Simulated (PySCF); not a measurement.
C₂H₈AlFSi, SMILES [CH3][Al]([CH3])[SiH2]F. Geometry: ωB97X-D3(BJ)/def2-SVP. The structure was generated by enumeration; whether it is a known compound was not checked. Other conformers were not sampled.

Task: Give the equilibrium geometry at ωB97X-D3(BJ)/def2-SVP (PySCF confirms it by a frequency run) as bond lengths and angles. (The exact figures need the calculation; the answer reports its results.)

Result: One answer among several that fit: 
Atoms: Si1 F2 Al3 C4 C5 H6 H7 H8 H9 H10 H11 H12 H13. Bonded distances (Å): Si1–F2 1.648, Si1–Al3 2.450, Si1–H6 1.499, Si1–H7 1.498, Al3–C4 1.960, Al3–C5 1.957, C4–H8 1.104, C4–H9 1.102, C4–H10 1.106, C5–H11 1.104, C5–H12 1.102, C5–H13 1.106. Bond angles (°): F2–Si1–Al3 107.5, F2–Si1–H6 107.1, F2–Si1–H7 107.1, Al3–Si1–H6 114.2, Al3–Si1–H7 114.8, H6–Si1–H7 105.8, Si1–Al3–C4 119.1, Si1–Al3–C5 118.1, C4–Al3–C5 122.8, Al3–C4–H8 111.6, Al3–C4–H9 113.3, Al3–C4–H10 110.5, H8–C4–H9 107.9, H8–C4–H10 105.9, H9–C4–H10 107.4, Al3–C5–H11 112.4, Al3–C5–H12 112.6, Al3–C5–H13 109.7, H11–C5–H12 108.4, H11–C5–H13 106.3, H12–C5–H13 107.0.
Charge 0, spin multiplicity 1.
